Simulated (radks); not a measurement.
Results of a calculation; reference values are marked as such.
Numerical settings for neutral nickel, [Ar] 3d8 4s2. Level of theory: non-relativistic Kohn-Sham, PBE, spin-polarised, spherical densities, point nucleus; open shells are filled with parallel spins first (a radial shooting solver on a logarithmic mesh with Libxc functionals). The defaults (mesh step 0.008 in ln r, mesh end at 40 bohr or more with all orbitals vanishing there, Anderson mixing 0.5 over 9 steps, residual threshold near 1e-9 with the energy settled to 1e-9 hartree or 1e-11 of itself, here a cap of 64 iterations) give E = -1508.0211 hartree and 4s at -5.352 eV in 14 iterations. Run on one thread of a shared host, so times are rough (Arm Neoverse V1): 0.15 s of CPU time, 0.15 s wall, 14 iterations on 2669 mesh points. Changes against that run (0 stands for a change within the tolerance of the run):

setting,iterations,converged,E (mhartree),e(4s) (meV),CPU (s)
mesh step in ln r 0.003,14,yes,0,0,0.38
mesh step in ln r 0.2,4,no,diverged,-,0.01
mesh step in ln r 0.005,14,yes,0,0,0.23
mesh end (bohr) 5,14,yes,+82.3,+2.25e+03,0.14
mesh end (bohr) 20,14,yes,0,0,0.14
residual threshold 1e-13,64,no,0,0,0.37
residual threshold 0.001,11,yes,0,-0.00785,0.13
mixing 2.5,17,yes,0,0,0.18
"linear mixing, mixing 1",64,no,+1.4e+05,+5.36e+03,1.9
"linear mixing, mixing 0.5",40,yes,0,0,0.31
mixing history 20,23,yes,0,0,0.21
iteration cap 2,2,no,+234,-6.44e+03,0.04

Settings that end as converged yet miss the energy by more than 1 mhartree: mesh end (bohr) 5 (+0.0823 hartree). A mesh that ends early acts as a hard wall.
